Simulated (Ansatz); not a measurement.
A nudged elastic band was laid between two geometries of CHBFNSe (6 atoms, charge 0, multiplicity 1).

Theory: Ansatz 0.2.0, UKS BLYP/def2-SVP.

* movable images: 5
* climbing image: yes
* spring: 5.0 eV/Å²
* optimiser: quadratic models (default)
* start path: through a guess of the saddle point
* force threshold: 0.05 eV/Å
* iteration limit: 59
* end points: relaxed

Initial state:

```xyz
6
Properties=species:S:1:pos:R:3
F 1.326 -1.828 -0.304
C 0.561 -0.761 -0.140
N -0.354 -0.614 0.751
B -0.674 0.735 0.264
Se 0.675 0.874 -1.269
H -1.492 1.529 0.652
```

Final state:

```xyz
6
Properties=species:S:1:pos:R:3
F 0.976 -1.436 0.301
C 0.109 -0.660 -0.403
N -0.731 0.168 0.385
B 0.020 1.326 0.046
Se 0.925 0.699 -1.574
H -1.256 -0.161 1.200
```

Problem. Which bonds break or form, and what moves?

Solution. Bonds broken: B4–H6. Bonds formed: N3–H6.

Problem. Give the energies along the band, and the barrier.

Solution. The run converged. The highest image is number 4 of 0 to 6, 3.13 eV above the first end and 1.31 eV above the last; the last end lies 1.81 eV above the first. Neighbouring images differ by up to 1.6 eV, so the band resolves the path poorly. A vibrational analysis at the climbing image gives one clearly imaginary mode, 1356i cm⁻¹: a first-order saddle point. The orbitals stay closed-shell, which can raise the energy where a bond breaks towards radicals; this wasn't checked here.

```
image  path coordinate (Å)  energy (eV)  B4–H6 (Å)  N3–H6 (Å)
    0                 0.00         0.00       1.20       2.43
    1                 0.61         0.07       1.20       2.40
    2                 1.23         0.37       1.20       2.28
    3                 1.84         1.48       1.21       1.87
    4                 2.46         3.13       1.45       1.25
    5                 3.03         2.23       1.96       1.03
    6                 3.60         1.81       2.27       1.02
```

Problem. What is the geometry of the highest image?

Solution. 
```xyz
6
Properties=species:S:1:pos:R:3:forces:R:3
F 1.021 -1.451 0.297 0.01 -0.01 0.01
C 0.177 -0.697 -0.427 -0.01 -0.02 0.00
N -0.992 -0.256 0.176 -0.01 0.04 0.01
B -0.400 1.082 0.015 0.02 -0.04 -0.02
Se 0.988 0.880 -1.334 -0.01 0.03 0.01
H -0.752 0.378 1.227 -0.01 0.00 0.00
```

Run time: 3.4 min on 2 threads of Arm Neoverse V2, on a shared host, peak memory 0.22 GiB.
